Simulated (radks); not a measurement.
Values are calculated unless marked as measured or tabulated.
Effect of the nuclear size on the technetium ion Tc3+, [Kr] 4d4. Code: a radial shooting solver on a logarithmic mesh with Libxc functionals. Model: Dirac Kohn-Sham, exchange-only LDA, spin-unpolarised, spherical densities, finite nucleus; open shells are shared between the two j in proportion to 2j + 1; Fermi nuclear charge, rms radius 4.4112 fm. The rms radius is varied about that value; shifts are against it.

rms radius (fm) = 3.8069: total energy shift (eV) -0.427; density at nucleus (e/bohr^3) 1.014e+05; 1s1/2 shift (meV) -180; 2s1/2 shift (meV) -19.5; 4s1/2 shift (meV) -0.612; 4p1/2 shift (meV) 0.041; 5s1/2 (empty) shift (meV) -0.103
rms radius (fm) = 4.098: total energy shift (eV) -0.228; density at nucleus (e/bohr^3) 1.005e+05; 1s1/2 shift (meV) -96.4; 2s1/2 shift (meV) -10.4; 4s1/2 shift (meV) -0.327; 4p1/2 shift (meV) 0.022; 5s1/2 (empty) shift (meV) -0.055
rms radius (fm) = 4.4112: total energy shift (eV) 0; density at nucleus (e/bohr^3) 9.97e+04; 1s1/2 shift (meV) 0.000; 2s1/2 shift (meV) 0.000; 4s1/2 shift (meV) 0.000; 4p1/2 shift (meV) 0.000; 5s1/2 (empty) shift (meV) 0.000
rms radius (fm) = 4.6141: total energy shift (eV) 0.156; density at nucleus (e/bohr^3) 9.92e+04; 1s1/2 shift (meV) 65.8; 2s1/2 shift (meV) 7.10; 4s1/2 shift (meV) 0.223; 4p1/2 shift (meV) -0.015; 5s1/2 (empty) shift (meV) 0.038
rms radius (fm) = 5.3773: total energy shift (eV) 0.797; density at nucleus (e/bohr^3) 9.749e+04; 1s1/2 shift (meV) 337; 2s1/2 shift (meV) 36.4; 4s1/2 shift (meV) 1.14; 4p1/2 shift (meV) -0.076; 5s1/2 (empty) shift (meV) 0.193

Slopes of the eigenvalues against <r^2> in GHz/fm^2, as finite differences over the two radii next to the reference (eigenvalue slopes, not the field-shift constants of lines): 1s1/2 8730, 2s1/2 942, 4s1/2 29.6, 4p1/2 -1.98, 5s1/2 (empty) 4.99.
